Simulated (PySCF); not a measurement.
Si(CCH)(H)3 (C2H4Si), SMILES C#C[SiH3].

The structure is a stationary point at TPSSh-D3(BJ)/def2-TZVP.

Computed with TDDFT-B3LYP/def2-SVPD in PySCF.

Vertical excitations; the highest root listed may be one member of a degenerate set. Isolated molecule, no solvent. State labels are in the subgroup Cs.

| state | symmetry | energy (eV) | λ (nm) | f | main pairs |
|---|---|---|---|---|---|
| S1 | A" | 6.07 | 204 | 0.000 | HOMO→LUMO 49 %, HOMO−1→LUMO+1 49 % |
| S2 | A' | 6.25 | 198 | 0.001 | HOMO−1→LUMO, HOMO→LUMO+1 (degenerate set) |
| S3 | A" | 6.25 | 198 | 0.001 | HOMO−1→LUMO+1, HOMO→LUMO (degenerate set) |
| S4 | A" | 7.46 | 166 | 0.004 | HOMO−1→LUMO+2 (degenerate set) |
| S5 | A' | 7.46 | 166 | 0.004 | HOMO→LUMO+2 (degenerate set) |
| S6 | A' | 7.87 | 158 | 0.002 | HOMO→LUMO+3 (degenerate set) |
| S7 | A" | 7.87 | 158 | 0.002 | HOMO−1→LUMO+3 (degenerate set) |
| S8 | A' | 8.22 | 151 | 0.518 | HOMO→LUMO+1 33 %, HOMO−1→LUMO 33 %, HOMO−1→LUMO+5 15 %, HOMO→LUMO+6 15 % |
| S9 | A' | 8.35 | 148 | 0.030 | HOMO→LUMO+4 (degenerate set) |
| S10 | A" | 8.35 | 148 | 0.030 | HOMO−1→LUMO+4 (degenerate set) |
| T1 | A' | 4.99 | 248 | 0 | HOMO−1→LUMO 45 %, HOMO→LUMO+1 45 % |
| T2 | A' | 5.43 | 228 | 0 | HOMO→LUMO+1, HOMO−1→LUMO (degenerate set) |
| T3 | A" | 5.43 | 228 | 0 | HOMO→LUMO, HOMO−1→LUMO+1 (degenerate set) |
| T4 | A" | 6.08 | 204 | 0 | HOMO−1→LUMO+1 49 %, HOMO→LUMO 49 % |
Triplets are in the Tamm–Dancoff approximation, which puts them higher than full response would, so one can lie above its singlet here.
